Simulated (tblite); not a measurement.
A structure optimised at GFN2-xTB (Å):
```
atom  x, y, z in Å
C1    -2.1836    1.0903    1.9949
C2    -1.6547    0.3867    1.0082
C3    -2.1698    0.4377   -0.3966
C4    -0.4577   -0.5118    1.2180
C5     0.7530    0.1224    0.6073
C6     1.4049   -0.2749   -0.4826
C7     1.0819   -1.4775   -1.3151
C8     2.5864    0.5167   -0.9403
Cl9    2.2875    1.2219   -2.5587
Cl10   4.0501   -0.5023   -1.0238
H11   -3.0300    1.7384    1.8411
H12   -1.7973    1.0460    2.9994
H13   -1.3760    0.7471   -1.0758
H14   -2.5097   -0.5489   -0.7111
H15   -2.9997    1.1337   -0.4834
H16   -0.2810   -0.6368    2.2879
H17   -0.6502   -1.4921    0.7828
H18    1.0821    1.0192    1.1170
H19    0.0527   -1.7929   -1.1820
H20    1.2444   -1.2512   -2.3666
H21    1.7388   -2.3038   -1.0451
H22    2.8175    1.3515   -0.2764
```

Neutral, closed shell.

(1) Read off the bonds between heavy atoms and their formal orders.

(2) Which species is it?

(3) Name the point group.

(4) Describe the place of each heavy atom.

(5) What is the arrangement about C4?

(6) What is the arrangement about C8?

## Answers

(1) C1–C2 1.32 Å (double); C2–C3 1.50 Å (single); C2–C4 1.51 Å (single); C4–C5 1.50 Å (single); C5–C6 1.33 Å (double); C6–C7 1.50 Å (single); C6–C8 1.49 Å (single); C8–Cl9 1.79 Å (single); C8–Cl10 1.79 Å (single). Bonds to hydrogen (Å): C1–H11 1.08; C1–H12 1.08; C3–H13 1.09; C3–H14 1.09; C3–H15 1.09; C4–H16 1.09; C4–H17 1.09; C5–H18 1.08; C7–H19 1.08; C7–H20 1.09; C7–H21 1.09; C8–H22 1.09.

(2) `C=C(C)C/C=C(\C)C(Cl)Cl`, C8H12Cl2. Among its features: C=C double bond and C–Cl bond.

(3) C1 (no symmetry element, even within 0.4 Å).

(4) C1: terminal =CH2 carbon; C2: fully substituted alkene carbon; C3: allylic carbon; C4: allylic carbon; C5: alkene CH carbon; C6: fully substituted alkene carbon; C7: allylic carbon; C8: CHCl2 carbon; Cl9/Cl10: alkyl chlorine.

(5) It has 4 neighbours (C2, C5, H16, H17) and is tetrahedral (angles from 108.5° to 111.2°).

(6) It has 4 neighbours (C6, Cl9, Cl10, H22) and is tetrahedral (angles from 106.5° to 112.7°).

All values are computed, not measured.
